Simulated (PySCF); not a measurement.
# Trend along the chalcogens: MH cations

MP2 with double-zeta basis sets in PySCF, for the lowest determinant that a PBE0 search found; no spin–orbit coupling. De refers to high-spin ground-configuration atoms (the charge goes to the atom of lower measured ionisation energy or higher electron affinity, which is not always the lowest computed limit).

| M | basis | reference, frozen orbitals | charged atom | state (unpaired electrons) | Re (Å) | ωe (cm⁻¹) | De (eV) |
| --- | --- | --- | --- | --- | --- | --- | --- |
| O | def2-SVP | UHF, 1 | H+ | triplet (π ↑↑) | 1.029 | 3245 | 5.32 |
| S | def2-SVP | UHF, 5 | S+ | triplet (π ↑↑) | 1.365 | 2669 | 3.16 |
| Se | jorge-DZP-DKH | UHF, 9 | Se+ | triplet (π ↑↑) | 1.446 | 2603 | 2.70 |
| Te | def2-SVP | UHF, 4 | Te+ | triplet (π ↑↑) | 1.663 | 2174 | 2.23 |

The shortest bond is that of OH⁺ (1.029 Å), the longest that of TeH⁺ (1.663 Å). OH⁺ is bound most strongly (5.32 eV) and TeH⁺ least (2.23 eV).

The rows differ in basis set, which adds steps of its own.

Down a group the atoms grow and get heavier, so bonds lengthen and wavenumbers fall; this series shows no clear exception.

Correlated steps freeze the inner cores (1 to 9 orbitals); shallow outer-core shells are correlated. Correlated levels converge slowly with the basis: in double zeta they bind strong bonds too weakly, by up to about 1 eV, and carry superposition errors of some tenths. Spin–orbit coupling is left out, which matters for elements this heavy, above all for dissociation energies. For an ion De counts to the pair picked by the measured ionisation energies or electron affinities, which need not be the lowest pair at this level. States were picked by a PBE0 search and need not be the measured ground states.
